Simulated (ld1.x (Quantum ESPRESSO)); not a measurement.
## u(r) = r·R(r): atom against pseudo-atom (lithium)

Columns: radius, all-electron u(r) and pseudo u(r) of the 2s shell (level -4.08 eV) of lithium in the configuration [He] 2s0.75 2p0; LDA (PZ), scalar-relativistic, PAW scheme, ld1.x (Quantum ESPRESSO) 7.5.

| r (bohr) | all-electron | pseudo |
| --- | --- | --- |
| 0.210 | 0.1910 | -0.0644 |
| 0.420 | 0.1847 | -0.1277 |
| 0.630 | 0.1038 | -0.1887 |
| 0.840 | -0.0005 | -0.2464 |
| 1.050 | -0.1057 | -0.2999 |
| 1.260 | -0.2019 | -0.3486 |
| 1.470 | -0.2853 | -0.3918 |
| 1.680 | -0.3551 | -0.4293 |
| 1.890 | -0.4117 | -0.4609 |
| 2.100 | -0.4559 | -0.4864 |
| 2.310 | -0.4889 | -0.5062 |
| 2.520 | -0.5116 | -0.5202 |
| 2.730 | -0.5252 | -0.5287 |
| 2.940 | -0.5311 | -0.5320 |
| 3.150 | -0.5302 | -0.5302 |
| 3.360 | -0.5236 | -0.5236 |
| 3.570 | -0.5125 | -0.5125 |
| 3.780 | -0.4976 | -0.4976 |
| 3.990 | -0.4799 | -0.4799 |
| 4.200 | -0.4599 | -0.4599 |
| 4.410 | -0.4385 | -0.4385 |
| 4.620 | -0.4160 | -0.4160 |
| 4.830 | -0.3929 | -0.3929 |
| 5.040 | -0.3696 | -0.3696 |
| 5.250 | -0.3465 | -0.3465 |
| 5.460 | -0.3238 | -0.3238 |

**Question.** How many radial nodes do the two functions have?

**Answer.** The all-electron 2s function has n − l − 1 = 1; the pseudo-wave has 0, since the states of the same l below it are removed with the core.

**Question.** At about which radius was the pseudo-wave matched?

**Answer.** 3.35 bohr, where the columns begin to agree (steps of 0.21 bohr).

**Question.** Is the pseudo-wave norm-conserving?

**Answer.** No, it belongs to a PAW set: the norm inside the radius is not constrained, and the difference is carried by the augmentation charge.
